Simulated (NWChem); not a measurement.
System: BeNH3; SMILES [NH2][BeH]

```xyz
5

Be    -0.0010    -0.9433     0.0000
H     -0.0037    -2.2789     0.0000
N     -0.0002     0.5607     0.0000
H     -0.0002     1.1528    -0.8246
H     -0.0002     1.1528     0.8246
```
Atoms are numbered in this order, from 1.

Results from NWChem. Pople sets run with spherical d functions. Coordinates come from a PBE0/def2-SVP optimisation. Vzz is the largest principal value of the second derivative of the potential at the nucleus (NWChem prints the opposite sign); η is the asymmetry. Non-relativistic.

| level | Vzz Be1 (a.u.) | η Be1 | Vzz N3 (a.u.) | η N3 |
|---|---|---|---|---|
| CAM-B3LYP/def2-SVP | -0.220 | 0.36 | -0.707 | 0.89 |
| CAM-B3LYP/def2-TZVP | (withheld) | 0.33 | -0.703 | 0.86 |
| PBE0/6-31G* | -0.227 | 0.36 | -0.704 | 0.77 |
| PBE0/def2-SVP | -0.217 | 0.37 | -0.691 | 0.89 |

Problem. Complete the blanks.

Solution. 
- CAM-B3LYP/def2-TZVP, Vzz Be1 (a.u.): -0.248
